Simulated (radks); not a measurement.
Question: All-electron atom: Bi3+ in [Hg] (the NIST ground configuration). Calculated with a radial shooting solver on a logarithmic mesh with Libxc functionals: Dirac Kohn-Sham, PBE, spin-unpolarised, spherical densities, finite nucleus; Fermi nuclear charge, rms radius 5.5211 fm. Some entries of the table are withheld. Estimate them.

orbital,occ.,eigenvalue (hartree),<r> (bohr)
1s1/2,2,-3325.067,0.01580
2s1/2,2,-597.7842,0.06579
2p1/2,2,(1),(2)
2p3/2,4,(3),(4)
3s1/2,2,-145.0652,0.1710
3p1/2,2,(5),0.1615
3p3/2,4,(6),0.1780
3d3/2,4,-98.13764,0.1545
3d5/2,6,-94.09108,0.1595
4s1/2,2,-34.08839,0.3770
4p1/2,2,(7),(8)
4p3/2,4,(9),(10)
4d3/2,4,-17.32021,0.4161
4d5/2,6,-16.44220,0.4271
5s1/2,2,-6.80540,0.8319
4f5/2,6,-6.73530,0.4380
4f7/2,8,-6.53349,0.4441
5p1/2,2,-5.21456,0.8852
5p3/2,4,-4.30853,0.9742
5d3/2,4,(11),1.196
5d5/2,6,(12),1.236
6s1/2,2,-1.46829,2.016

Answer: 
(1) 2p1/2 eigenvalue (hartree): -574.6600
(2) 2p1/2 <r> (bohr): 0.05388
(3) 2p3/2 eigenvalue (hartree): -489.4229
(4) 2p3/2 <r> (bohr): 0.06293
(5) 3p1/2 eigenvalue (hartree): -134.5515
(6) 3p3/2 eigenvalue (hartree): -115.4673
(7) 4p1/2 eigenvalue (hartree): -29.50408
(8) 4p1/2 <r> (bohr): 0.3777
(9) 4p3/2 eigenvalue (hartree): -24.80104
(10) 4p3/2 <r> (bohr): 0.4124
(11) 5d3/2 eigenvalue (hartree): -2.08074
(12) 5d5/2 eigenvalue (hartree): -1.96857
